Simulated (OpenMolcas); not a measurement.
Predicting a hybrid from its neighbours: SeO2 (selenium dioxide)

SeO2 has 3 atoms, charge 0, and is taken as a singlet. As SMILES, `O=[Se]=O`. The shape is that of a PBE0-D4/def2-TZVP optimisation.

The dipole moment y, in D, basis def2-TZVPP; a is the functional's share of exact exchange. Programs: OpenMolcas 26.06.

| functional | program | a | y (D) |
| --- | --- | --- | --- |
| revPBE | OpenMolcas | 0 | 2.55 |
| PBE | OpenMolcas | 0 | 2.58 |
| B3LYP | OpenMolcas | 0.2 | 2.84 |
| PBE0 | OpenMolcas | 0.25 | ? |
| BHLYP | OpenMolcas | 0.5 | 3.09 |

Q: Fit y = c + s·a to the known rows and predict PBE0.

A: 
1. Means of the 4 rows: a = 0.1750, y = 2.765.
2. Σ(Δa)² = 0.1675, Σ(Δa·Δy) = 0.1775, so the slope is 0.1775/0.1675 = 1.0597.
3. Intercept: 2.765 − (1.0597) × 0.1750 = 2.580. The largest residual of the fit is 0.048.
4. PBE0: 2.580 + (1.0597) × 0.25 = 2.84 D.

The run gave 2.80 D, so the prediction is off by +0.04 D, within the scatter of the fit. More exact exchange makes the molecule more polar here. The measured value is 2.62 D (NIST CCCBDB).
